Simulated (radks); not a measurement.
Values are calculated unless marked as measured or tabulated.
All-electron atom: neutral thallium in [Xe] 4f13 5d10 6s2 6p2 (not the ground configuration). Code: a radial shooting solver on a logarithmic mesh with Libxc functionals. Model: Dirac Kohn-Sham, PBEsol, spin-unpolarised, spherical densities, point nucleus; open shells fill j = l - 1/2 first.

Normalised radial functions P(r) = r R(r) (large component), r in bohr:

r           5p1/2    6s1/2
0.00136    0.0156   0.0389
0.00218    0.0259   0.0524
0.003496   0.0443   0.0669
0.005604   0.0772   0.0775
0.008985   0.1335   0.0735
0.0144     0.2185   0.0393
0.02309    0.3102  -0.0338
0.03702    0.3146  -0.1112
0.05936    0.0714  -0.0866
0.09516   -0.3681   0.0928
0.1526    -0.3424   0.1470
0.2446     0.4696  -0.1598
0.3921     0.4387  -0.1306
0.6286    -0.8795   0.3466
1.008     -1.1140   0.0347
1.616     -0.3609  -0.6616
2.57      -0.0344  -0.6503
4.12      -0.0006  -0.2434
6.605     0.0000  -0.0320
10.59     0.0000  -0.0010

5p1/2: eigenvalue -98.968 eV, 3 radial nodes at r = 0.0644, 0.191, 0.465 bohr, <r> = 0.925 bohr, 90 % of the charge inside 1.33 bohr. 6s1/2: eigenvalue -11.105 eV, 5 radial nodes at r = 0.0191, 0.0767, 0.198, 0.444, 1.03 bohr, <r> = 2.36 bohr, 90 % of the charge inside 3.48 bohr.
